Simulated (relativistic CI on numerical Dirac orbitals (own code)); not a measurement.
# Spin-allowed bands of a d3 ion in a tetrahedral site, by hand

Problem. Take Δ = 3050 cm⁻¹ and B = 640 cm⁻¹ for a d3 ion in a tetrahedral site. Calculate the three spin-allowed bands.

Working.
1. The terms of highest spin are 4F (energy 0) and 4P (15B = 9600 cm⁻¹). Here the F term splits into A2 at +1.2Δ = 3660, T2 at +0.2Δ = 610 and T1 at −0.6Δ = -1830 cm⁻¹.
2. The two T1 states mix through the element 0.4Δ: H = [[-1830, 1220], [1220, 9600]], with roots ½(H₁₁ + H₂₂) ∓ ½√[(H₂₂ − H₁₁)² + 4H₁₂²] = ½(7770) ∓ ½(11688) = -1959 and 9729 cm⁻¹.
3. The ground term is 4T1 at -1959 cm⁻¹.
4. Bands: 4T2 2569 cm⁻¹ (3893 nm), 4A2 5619 cm⁻¹ (1780 nm), 4T1(P) 11688 cm⁻¹ (856 nm).

Check. Exact diagonalisation of the whole d3 shell with these parameters gives 4T2 2569, 4A2 5619, 4T1 11688 cm⁻¹. The match is exact, since without spin-orbit coupling no other term has this spin. The ratio of the second band to the first, 2.187, depends on Δ/B = 4.8 alone, which is how a Tanabe-Sugano diagram is read.
